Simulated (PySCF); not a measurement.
## A small calculation by hand: entropy of an ideal gas

FH₃N₂SW, SMILES [NH]=[W]([NH2])([F])=[S], multiplicity 1.

The structure is a stationary point at PBE-D3(BJ)/def2-SVP. The spin state was assumed, not searched. The structure was generated by enumeration; whether it is a known compound was not checked. The def2 effective core potentials stand for the cores of W; spin–orbit coupling is left out. One conformer was computed; it need not be the lowest.

PBE-D3(BJ)/def2-SVP (PySCF) gives the harmonic wavenumbers 171, 181, 189, 227, 247, 394, 483, 509, 541, 594, 658, 672, 711, 977, 1459, 3468, 3527, 3571 cm⁻¹ and the rotational temperatures 0.1476, 0.1026, 0.0934 K. The molar mass is 265.94 g/mol, the symmetry number 1, the spin multiplicity 1.

**Question.** Work out the entropy at 298.15 K and 1 atm in the rigid-rotor, harmonic-oscillator model.

**Answer.** 
Translation (Sackur–Tetrode at 1 atm): S = R[1.5 ln M + 2.5 ln T − 1.16487] = 178.4 J/(mol K).
Rotation: q = (√π/σ) T^1.5/√(θA θB θC) = 243000, S = R[ln q + 3/2] = 115.6 J/(mol K).
Vibration: with u = 1.4388 ν/T, each mode gives R[u/(e^u − 1) − ln(1 − e^−u)]:
```tsv
ν (cm⁻¹)	modes	u	S (J/(mol K))
171	1	0.83	10.14
181	1	0.87	9.70
189	1	0.91	9.36
227	1	1.10	7.96
247	1	1.19	7.33
394	1	1.90	4.12
483	1	2.33	2.94
509	1	2.46	2.66
541	1	2.61	2.36
594	1	2.87	1.93
658	1	3.18	1.51
672	1	3.24	1.43
711	1	3.43	1.23
977	1	4.71	0.43
1459	1	7.04	0.06
```
The stiffer modes add less than 0.005 each. Sum 63.1 J/(mol K).
Spin: R ln 1 = 0.0 J/(mol K).
Total 357.1 J/(mol K); the program's own thermochemistry gives 357.0. Translation makes up 50 % and vibration 18 %. Anharmonicity, hindered rotation and orbital degeneracy are left out.
